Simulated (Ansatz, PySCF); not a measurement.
Complex: HF (SMILES F) (first 2 atoms) with Cl2 (SMILES ClCl); geometry from B3LYP-D3(BJ)/def2-TZVP.
(charge 0, multiplicity 1):
```xyz
4

F      0.455     0.384     0.112
H      0.339    -0.061     0.920
Cl    -0.366     0.490     4.017
Cl     0.046    -1.164     2.946
```

Basis-set superposition error: the interaction energy with monomers in their own basis, and in the dimer's basis (counterpoise).

Run with Ansatz (a quantum-chemistry and plane-wave program); PySCF for 6-31G* rows, M06-2X. 

```json
[
 {"level": "HF/aug-cc-pV(D+d)Z", "uncorrected (kcal/mol)": "-0.48", "counterpoise (kcal/mol)": "-0.08", "difference": "0.40"},
 {"level": "r2SCAN/def2-TZVPPD", "uncorrected (kcal/mol)": "-2.18", "counterpoise (kcal/mol)": "-2.08", "difference": "0.10"},
 {"level": "B3LYP/def2-TZVPPD", "uncorrected (kcal/mol)": "-1.45", "counterpoise (kcal/mol)": "-1.35", "difference": "0.10"},
 {"level": "M06-2X/def2-TZVPPD", "uncorrected (kcal/mol)": "-1.96", "counterpoise (kcal/mol)": "-1.81", "difference": "0.15"},
 {"level": "CAM-B3LYP/def2-TZVPPD", "uncorrected (kcal/mol)": "-1.88", "counterpoise (kcal/mol)": "-1.77", "difference": "0.10"},
 {"level": "MP2/6-31G*", "uncorrected (kcal/mol)": "-0.85", "counterpoise (kcal/mol)": "0.31", "difference": "1.16"},
 {"level": "MP2/aug-cc-pV(T+d)Z", "uncorrected (kcal/mol)": "-2.35", "counterpoise (kcal/mol)": "-1.70", "difference": "0.64"},
 {"level": "SCS-MP2/aug-cc-pV(D+d)Z", "uncorrected (kcal/mol)": "-1.92", "counterpoise (kcal/mol)": "-0.86", "difference": "1.06"},
 {"level": "CCSD/aug-cc-pV(D+d)Z", "uncorrected (kcal/mol)": "-2.01", "counterpoise (kcal/mol)": "-0.95", "difference": "1.06"},
 {"level": "CCSD/aug-cc-pV(T+d)Z", "uncorrected (kcal/mol)": "-2.02", "counterpoise (kcal/mol)": "-1.40", "difference": "0.62"}
]
```

The error is largest for MP2/6-31G* (1.16 kcal/mol) and smallest for B3LYP/def2-TZVPPD (0.10 kcal/mol).
